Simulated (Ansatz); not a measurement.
Species: C₃H₇NO, SMILES `C(N(C)C)=O` (C–N–C–O torsion 0°) (charge 0, multiplicity 1), formula C3H7NO.

**Question.** How many basis functions does frozen-core CCSD(T)/cc-pVTZ // PBE0-D3(BJ)/def2-TZVP in Ansatz (a first-principles code) use, how many core orbitals are frozen, and how many electrons are correlated?

**Answer.** 248 basis functions and 5 frozen orbitals, which leaves 30 correlated electrons. Core time is of the order of minutes.
